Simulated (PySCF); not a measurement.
Assigning NMR signals

Numbering as in the mapped SMILES `[O:1]=[C:2]([OH:3])[CH2:4][CH2:5][C:6]([SiH3:7])([SiH3:8])[SiH3:9]`. Each H is labelled by its parent atom.

- coordinates at the GFN2-xTB level
- GIAO PBE0/pcSseg-1 shieldings
- run in PySCF 2.14
- non-relativistic, single conformer, no solvent model, averaged over atoms made equivalent by symmetry, fast rotation or ring inversion

Chemical shifts δ = σref − σ; TMS for 13C (σ = 186.93 ppm) and 1H (σ = 31.72 ppm), all at this level.

Problem. Assign these signals to the numbered atoms. 13C{1H} NMR (computed): δ 178.1, 37.8, 36.5, -5.7.

Solution. 
| δ (ppm) | atoms | environment | reason |
| --- | --- | --- | --- |
| 178.1 | C2 | carboxylic acid carbon | it is a carbonyl in resonance with an O or N lone pair, the region of acids, esters and amides |
| 37.8 | C4 | sp3 CH2 α to a carbonyl | α to the electron-withdrawing carbonyl group |
| 36.5 | C5 | sp3 CH2 | a saturated carbon with 2 carbon neighbours and no heteroatom attached |
| -5.7 | C6 | fully substituted sp3 carbon bonded to 3 Si | an electropositive neighbour leaves it electron-rich and shielded |

C4 and C5 lie closer than the usual error of such a calculation, so a measured spectrum could show them in the other order.

Problem. Assign these signals to the numbered atoms. 1H NMR (400 MHz, computed): δ 5.99 (br s, 1H), 4.01 (s, 9H), 2.43 (t, 2H), 2.06 (t, 2H).

Solution. 
```tsv
δ (ppm)	atoms	environment	reason
5.99	H(O3)	hydrogen on an acid hydroxyl oxygen	exchangeable; this is the value without hydrogen bonding to other molecules
4.01	H(Si7)/H(Si8)/H(Si9)	hydrogen on a silicon bonded to C	–
2.43	H(C4)	hydrogen on an sp3 CH2 α to a carbonyl	α to C=O
2.06	H(C5)	hydrogen on an sp3 CH2	–
```

OH and NH positions are those of a molecule without intermolecular hydrogen bonds; in solution they move with solvent, concentration and temperature, and exchange usually removes their couplings. Shifts are as computed. Against solution values, carbons near 30 ppm lie about +3 ppm off and those near 130 ppm about +5 ppm. Of 1211 compounds with measured shifts, 218 miss one by over three times the rms of a fit or turn the order of signals round; such compounds aren't used in these exercises. The C=O carbon of an acid or of an amide with N–H lies up to 10 ppm further downfield in solution, through hydrogen bonding that the calculation lacks. No couplings were computed; multiplicities are counted from neighbouring protons, with m where these are inequivalent, close in shift, in a saturated or five-membered ring or joined by F or P, and br s for small geminal =CH2 splittings.
